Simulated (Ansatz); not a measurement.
Consider the atomization: `FB1CCC1` → B• + 3 C• + F• + 6 H•.

Gas-phase electronic energies from Ansatz, PBE0-D4/def2-TZVP geometries. CCSD(T)/CBS is the MP2 limit (def2-TZVPP, def2-QZVPP) plus CCSD(T) − MP2 in def2-TZVPP, frozen cores. This one scheme is used for every species, atoms too. DFT in def2-TZVPP. Open shells (•) are unrestricted, without spin–orbit coupling. Spin–orbit coupling would lower the free atoms: a little for B, C, F.

```csv
level,ΔE (kcal/mol)
r2SCAN-D4,1104.5
PBE0-D4,1109.7
ωB97X-V,1100.3
CCSD/def2-TZVPP,1057.5
```

(1) What does CCSD(T)/CBS give? (Best estimate.)

Largest T1 diagnostic among the species: 0.014.

Results:

(1) The calculation gave: +1094.7 kcal/mol. The listed levels differ from it by 9.8, 15.0, 5.6, -37.2 kcal/mol.

In def2-TZVPP, CCSD(T) changes the Hartree–Fock value by +236.2 kcal/mol (the triples alone add +14.4 kcal/mol) and MP2 by +258.6 kcal/mol; breaking electron pairs costs correlation energy, which Hartree–Fock lacks. From PBE to PBE0 (25 % exact exchange), in def2-TZVPP and without D4, ΔE moves by −15.2 kcal/mol: exact exchange takes away binding that semilocal exchange gives to molecules.

For atomizations the MP2-based limit and the directly extrapolated one differ by several kJ/mol either way, and by 10 to 25 for some Ge, Se and Sn compounds, so smaller differences from it don't rank the levels.
